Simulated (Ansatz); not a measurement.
Consider the formal exchange of groups at a Ga–N bond: `C[NH][GaH][CH3]` + `NC/N=C/[SiH3]` → `[CH3][GaH]/[N]=C\[SiH3]` + `CNCN`.

Computed with Ansatz on PBE0-D4/def2-TZVP structures; ΔE is electronic, products minus reactants. CCSD(T)/CBS adds triple-zeta CCSD(T) − MP2 to the extrapolated MP2 energy (def2 sets, frozen cores). Double bonds are as drawn, so ΔE can hold a change between cis and trans. DFT in def2-TZVPP. B3LYP here is the variant with VWN-RPA as its local correlation; programs differ in this. For Ga outer-core shells are correlated without core-valence functions, which leaves a few kJ/mol of doubt a bond. Scalar relativity is left out up to krypton. Each species was taken in one conformer, which may not be the lowest.

```
   level  ΔE (kJ/mol)
B3LYP-D4         19.0
    PBE0         21.7
```

Problem. What does CCSD(T)/CBS give? (Best estimate.)

Solution. The calculation gave: +27.5 kJ/mol. The listed levels differ from it by -8.5, -5.8 kJ/mol.

Largest T1 diagnostic among the species: 0.015.
